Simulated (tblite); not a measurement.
Species: C₄H₇OSSi (doublet state).
SMILES with atom numbers: `[CH2:1]=[C:2]1[CH2:3][SiH:4][CH2:5][S@@:6]1=[O:7]` (hydrogens: H8, H9 on C1; H10, H11 on C3; H12 on Si4; H13, H14 on C5)

Structure used (GFN2-xTB), in Å, numbered top down from 1:
```
atom  x, y, z in Å
C1     2.0334    0.1282    0.7829
C2     0.9499   -0.0269    0.0473
C3     0.2352   -1.2741   -0.3096
Si4   -1.6186   -0.8727    0.0076
C5    -1.4130    0.9721    0.4508
S6     0.0509    1.4448   -0.5665
O7    -0.3472    1.1087   -1.9397
H8     2.5661   -0.7092    1.2053
H9     2.4362    1.1064    0.9840
H10    0.6498   -2.1344    0.2134
H11    0.3476   -1.4425   -1.3835
H12   -2.4836   -1.0912   -1.1501
H13   -1.1621    1.1879    1.4862
H14   -2.2452    1.6024    0.1498
```

Computed with GFN2-xTB (tblite): harmonic, unscaled wavenumbers at the GFN2-xTB geometry, gas phase. The method is semi-empirical: single wavenumbers can be off by several per cent or more. Modes of hydrogen on silicon can be 10 to 20 % off. One conformer, not necessarily the lowest. Open shells enter through the occupations alone, without spin polarisation, and single modes of such species can be off by tens of per cent.

Harmonic wavenumbers (cm⁻¹): 82.0, 93.9, 186.1, 263.5, 297.3, 358.8, 428.9, 495.7, 506.3, 543.9, 600.9, 637.6, 659.8, 715.8, 728.7, 756.0, 778.5, 890.8, 942.0, 971.0, 1063.2, 1088.6, 1111.4, 1148.9, 1183.0, 1400.8, 1424.4, 1435.0, 1710.8, 2268.7, 2953.9, 3001.6, 3012.6, 3021.7, 3084.1, 3118.0.

A = 2387, B = 2026, C = 1467 MHz; mass 130.999 u (most abundant isotopes); point group C1, symmetry number 1; spin multiplicity 2.

Question: What is the zero-point energy?

Answer: ½Σν̃ = 21482 cm⁻¹ = 256.99 kJ/mol.

Question: Give the ideal-gas entropy at 200 K and 1 bar in the rigid-rotor, harmonic-oscillator model (classical rotation).

Answer: Translation 161.36, rotation 113.04, vibration 48.46, spin (R ln 2) 5.76: S = 328.6 J/(mol K).

Question: And Cp and H(200 K) − H(0)?

Answer: Cp = 98.74 J/(mol K), of which vibrations give 65.49 (their classical limit is 36 R = 299.3); H(200 K) − H(0) = 12.40 kJ/mol without the zero-point energy, 5.75 from vibrations.

Question: What must be added to the electronic energy to get the Gibbs energy at 200 K and 1 bar?

Answer: ZPE + [H(200 K) − H(0)] − T·S = 256.99 + 12.40 − 65.72 = 203.67 kJ/mol.

Question: Which modes carry the vibrational entropy at 200 K?

Answer: 82.0 cm⁻¹: 12.82; 93.9 cm⁻¹: 11.73; 186.1 cm⁻¹: 6.48; 263.5 cm⁻¹: 4.14; 297.3 cm⁻¹: 3.42; 358.8 cm⁻¹: 2.41 J/(mol K); the other 30 give 7.46 together.

Question: How do the functions run with temperature in this model?

Answer: 
| T (K) | S (J/(mol K)) | Cp (J/(mol K)) | H − H(0) (kJ/mol) | G − H(0) (kJ/mol) | ln q(vib) |
| --- | --- | --- | --- | --- | --- |
| 150 | 303.2 | 78.8 | 7.97 | -37.52 | 1.54 |
| 250 | 352.8 | 118.6 | 17.84 | -70.36 | 3.26 |
| 298.15 | 375.3 | 136.7 | 24.00 | -87.89 | 4.16 |
| 400 | 420.2 | 169.3 | 39.64 | -128.43 | 6.15 |
| 600 | 497.9 | 213.6 | 78.30 | -220.47 | 10.10 |
| 900 | 592.7 | 253.0 | 148.83 | -384.63 | 15.69 |

q(vib) and H(0) count from the zero-point level.

Question: Blend soft modes into free rotors: weight 1/[1 + (100 cm⁻¹/ν̃)⁴] for the oscillator and the rest for a rotor with moment μB/(μ + B), μ = h/(8π²ν), B = 10⁻⁴⁴ kg m². What vibrational entropy results?

Answer: 46.82 J/(mol K) in place of 48.46, which changes −T·S at 200 K by +0.33 kJ/mol.

Hindered rotation and anharmonicity are outside this model. Other conformers, if any are populated, would add a mixing term that is left out. The structure is chiral; the term R ln 2 for an equal mix with its mirror image is left out.
